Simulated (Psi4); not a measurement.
CH2N, charge +1, singlet, at a GFN2-xTB geometry. Base run: PBE0/def2-SVP (Psi4).

Geometry (Å):
```xyz
4

C      0.0000     0.0000    -0.6003
N      0.0000     0.0000     0.5327
H      0.0000     0.0000    -1.6749
H      0.0000     0.0000     1.5482
```
Charge +1, spin multiplicity 1.
All else is at Psi4's defaults (density fitting).
Base energy -93.52151 Eh.

The base run was repeated with changes; each row names its change, and settings that it needs were set with it.

| change | ΔE vs base (µEh) | SCF cycles | grid points | basis functions |
|---|---|---|---|---|
| base | 0.0 | 7 | 87020 | 38 |
| dft_radial_scheme = multiexp | 0.0 | 7 | 90246 | 38 |
| e_convergence = 1e-8 | 0.0 | 7 | 87020 | 38 |
| df_basis_scf = def2-universal-jkfit | 0.0 | 7 | 87020 | 38 |
| guess = modhuckel | 0.0 | 8 | 87020 | 38 |
| puream = false | ___ | 7 | 87020 | ___ |
| scf_type = disk_df | 0.0 | 7 | 87020 | 38 |
| cholesky_tolerance = 1e-6 (with scf_type cd) | 1.9 | 7 | 87020 | 38 |
| damping_percentage = 20 | 0.3 | 14 | 87020 | 38 |
| cholesky_tolerance = 1e-3 (with scf_type cd) | ___ | 7 | 87020 | 38 |
| dft_pruning_scheme = robust | 0.0 | 7 | 60096 | 38 |
| scf_initial_accelerator = ediis | 0.0 | 7 | 87020 | 38 |
| level_shift = 1.0 | 0.0 | 7 | 87020 | 38 |

### Question
Complete the blanks.

### Answer

- puream = false, ΔE vs base (µEh): -3562
- puream = false, basis functions: 40
- cholesky_tolerance = 1e-3 (with scf_type cd), ΔE vs base (µEh): -1405
